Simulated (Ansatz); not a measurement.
`CB[NH][AlH2]` and `CBNBN` differ in one atom or group.

Ansatz, PBE0-D4/def2-TZVP geometries, multiplicity 1. Each molecule was computed in one conformer, which needn't be the lowest.

```json
{"property": "LUMO energy (ωB97M-V/def2-TZVPP) / eV", "`CB[NH][AlH2]`": "1.19"}
{"property": "HOMO energy (PBE0/def2-TZVPP) / eV", "`CB[NH][AlH2]`": "-7.69"}
{"property": "HOMO energy (ωB97M-V/def2-TZVPP) / eV", "`CB[NH][AlH2]`": "-9.92"}
{"property": "LUMO energy (B3LYP/def2-TZVPP) / eV", "`CB[NH][AlH2]`": "-0.52"}
{"property": "HOMO–LUMO gap (B3LYP/def2-TZVPP) / eV", "`CB[NH][AlH2]`": "6.99"}
{"property": "size of the dipole moment (PBE/def2-TZVPP) / D", "`CB[NH][AlH2]`": "2.03"}
```

Q: What does the change do to each property? (Estimate.)

A: Computed: 
```csv
property,`CBNBN`,shift
LUMO energy (ωB97M-V/def2-TZVPP) / eV,1.85,0.66
HOMO energy (PBE0/def2-TZVPP) / eV,-7.59,0.10
HOMO energy (ωB97M-V/def2-TZVPP) / eV,-9.94,-0.02
LUMO energy (B3LYP/def2-TZVPP) / eV,-0.29,0.23
HOMO–LUMO gap (B3LYP/def2-TZVPP) / eV,7.06,0.07
size of the dipole moment (PBE/def2-TZVPP) / D,0.54,-1.49
```

With PBE0 the HOMO rises by 0.10 eV and the LUMO rises by 0.24 eV, so the gap widens by about 0.14 eV. PBE moves the HOMO by 0.17 eV and ωB97M-V by -0.02 eV. The zero-point energy changes by 73.5 kJ/mol with +6 modes. Dipoles are sizes alone; their direction can turn.

B3LYP here is the variant with VWN-RPA as its local correlation; programs differ in this.
